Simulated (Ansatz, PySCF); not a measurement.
Complex: CH4O (SMILES CO) (first 6 atoms) with CH2O2 (SMILES O=CO); geometry from B3LYP-D3(BJ)/def2-TZVP, rigid monomers moved along the line of their centres of mass till O2···H11 is 1.95 Å.
(charge 0, multiplicity 1):
```json
[
 {"atom": "C", "x (Å)": "-0.1896", "y (Å)": "-0.3503", "z (Å)": "0.1830"},
 {"atom": "O", "x (Å)": "0.4893", "y (Å)": "-0.8055", "z (Å)": "1.3522"},
 {"atom": "H", "x (Å)": "-0.9040", "y (Å)": "0.4454", "z (Å)": "0.4141"},
 {"atom": "H", "x (Å)": "-0.7288", "y (Å)": "-1.2018", "z (Å)": "-0.2278"},
 {"atom": "H", "x (Å)": "0.5196", "y (Å)": "0.0110", "z (Å)": "-0.5655"},
 {"atom": "H", "x (Å)": "0.9374", "y (Å)": "-0.0547", "z (Å)": "1.7799"},
 {"atom": "O", "x (Å)": "0.8016", "y (Å)": "0.9396", "z (Å)": "3.8152"},
 {"atom": "C", "x (Å)": "-0.0088", "y (Å)": "0.3055", "z (Å)": "4.4524"},
 {"atom": "O", "x (Å)": "-0.6645", "y (Å)": "-0.7622", "z (Å)": "4.0269"},
 {"atom": "H", "x (Å)": "-0.2928", "y (Å)": "0.5590", "z (Å)": "5.4816"},
 {"atom": "H", "x (Å)": "-0.3762", "y (Å)": "-0.9535", "z (Å)": "3.0907"}
]
```

Interaction energies are E(AB) − E(A) − E(B) at the monomers' geometry in the complex; basis-set methods are counterpoise corrected.

Frozen-core correlation.

Codes used: Ansatz (a first-principles code) with Gaussian orbitals; PySCF for the dispersion terms. Values without a source in brackets are computed.

PBE/def2-TZVPPD gives -10.19 kcal/mol for the interaction energy.

Task: Predict the shift from PBE, with its sign, for: PBE-D3(BJ)/def2-TZVPPD, r2SCAN/def2-TZVPPD, PBE0/def2-TZVPPD, wB97M-V/def2-TZVPPD, MP2/aug-cc-pVDZ, CCSD(T)/aug-cc-pVDZ.

Result: PBE-D3(BJ)/def2-TZVPPD -1.11; r2SCAN/def2-TZVPPD -0.88; PBE0/def2-TZVPPD -0.07; wB97M-V/def2-TZVPPD -0.75; MP2/aug-cc-pVDZ 0.35; CCSD(T)/aug-cc-pVDZ 0.38 kcal/mol. 2 of 6 lie above PBE; the widest gap is to PBE-D3(BJ)/def2-TZVPPD.
